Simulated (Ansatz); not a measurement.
The molecule BeBr, multiplicity 2 (lowest of 2S+1 = 2, 4 at CCSD(T)/def2-TZVPP on PBE0 minima; our sources give no spin for the ground state, which may be another). No spin–orbit coupling. Br is treated without relativity.

Constants: fifth-degree fit in 1/R to seven points, most abundant isotopes. In def2 and cc sets the state is the lowest found near the PBE0 minimum, followed along R.

Programs: Ansatz (a program for electronic structure) with Gaussian orbitals. Values without a source in brackets are computed.

Energies at PBE/def2-TZVPP:

```
R (Å)        E (hartree)
--------  --------------
1.833927  -2588.47593531
1.883226  -2588.47995209
1.928581  -2588.48199096
1.979852  -2588.48273356
2.031123  -2588.48212686
2.090282  -2588.48010117
2.159301  -2588.47636378
```

With a reduced mass of 8.0885 u, find the minimum, the force constant and the constants.

A fifth-degree polynomial in 1/R puts the minimum at r_e = 1.9806 Å with force constant 222 N/m. Then ω_e = (1/2πc)√(k/μ) = 683 cm⁻¹ and B_e = h/(8π²cμr_e²) = 0.5313 cm⁻¹; the cubic and quartic terms give α_e = 0.0045 and ω_e x_e = 3.8 cm⁻¹.
